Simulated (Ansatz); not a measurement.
Job for Ansatz (a quantum-chemistry and plane-wave program): R-B3LYP/def2-TZVPPD on N2 (SMILES N#N) with ghost functions. Files ending in .json are basis or fitting sets from the Basis Set Exchange.

Ansatz 0.2 input:
```yaml
crystal:
  periodic: [false, false, false]
  atoms:
    - {symbol: N, position_ang: [0.15313107, -0.64639390, -1.14563864]}
    - {symbol: N, position_ang: [0.36035999, -0.46325078, -0.09117521]}
basis:
  gaussian:
    orbitals: def2-TZVPPD.json
    ghost_atoms:
      - {symbol: O, position_ang: [0.88387094, 0.08126653, 3.01342041]}
      - {symbol: Si, position_ang: [-0.51009422, 0.19510758, 3.88783577]}
      - {symbol: H, position_ang: [0.81664006, -0.08376803, 2.06890922]}
      - {symbol: H, position_ang: [-1.37025471, 1.30727261, 3.41011032]}
      - {symbol: H, position_ang: [-0.10045016, 0.44665656, 5.28365764]}
      - {symbol: H, position_ang: [-1.30739750, -1.05561734, 3.81773908]}
hamiltonian:
  xc: {name: B3LYP}
scf: {lower_state_search: off}
```

Program output:

```
Functional definition: B3LYP
[...]
these checks for a lower state are left out or cut short: stability, starts, cluster_reference, orbital_swaps, neighbouring_geometries, increment
integrals: 0.13 GiB planned
1050 factors; their error is unknown
mean field: 1.06 GiB planned
mean field evaluation 1: about -2980.3976 eV, gradient 2.6e1 eV
mean field evaluation 2: about -2980.9061 eV, gradient 2.0e1 eV
mean field evaluation 4: about -2981.6465 eV, gradient 7.9e-2 eV
mean field evaluation 8: about -2981.6575 eV, gradient 8.3e-4 eV
mean field -2981.65754627 eV, -109.5738937852 hartree, gradient 4.5e-6 eV, S^2 0.000000; 0 other end points of the search recorded, 0 dependent functions left out
reference -2981.65770485 eV, -109.5738996130 hartree; 7, 7 occupied and 223, 223 virtual orbitals, 1050 factors
Total energy: -2981.65770485 eV, -109.5738996130 hartree
Checks for a lower state left out: stability, starts, cluster_reference, orbital_swaps, neighbouring_geometries, increment
```

Self-consistency was reached.

Cost: around 2.1 core-seconds (rough).
